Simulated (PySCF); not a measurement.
CH₅ClFNSi, SMILES N[Si@](C)(F)Cl.

The structure is a stationary point at r2SCAN-D4/def2-SVP. The structure was generated by enumeration; whether it is a known compound was not checked. One conformer was computed; it need not be the lowest.

Two levels are set side by side: PBE/def2-TZVP (PySCF) and PBE0/def2-TZVP (PySCF). Same geometry, gas phase. Differences are taken from unrounded values.

```json
[
 {"quantity": "orbital gap (eV)", "PBE0": "8.77", "PBE": "6.41", "PBE minus PBE0": "-2.36"},
 {"quantity": "highest occupied level (eV)", "PBE0": "-8.14", "PBE": "-6.62", "PBE minus PBE0": "1.52"},
 {"quantity": "lowest empty level (eV)", "PBE0": "0.63", "PBE": "-0.20", "PBE minus PBE0": "-0.83"},
 {"quantity": "dipole moment (D)", "PBE0": "2.67", "PBE": "2.60", "PBE minus PBE0": "-0.07"},
 {"quantity": "mean polarisability (bohr³)", "PBE0": "53.4", "PBE": "55.6", "PBE minus PBE0": "2.3"}
]
```

Without exact exchange PBE keeps part of each electron's self-repulsion, which lifts occupied levels and narrows the gap. Loosely held outer electrons make PBE densities more polarisable. Differences between two approximate levels are no errors against the true value.

Rough cost on one machine, each run with all the roots and properties that it gave: PBE0 against PBE within a factor of 2.
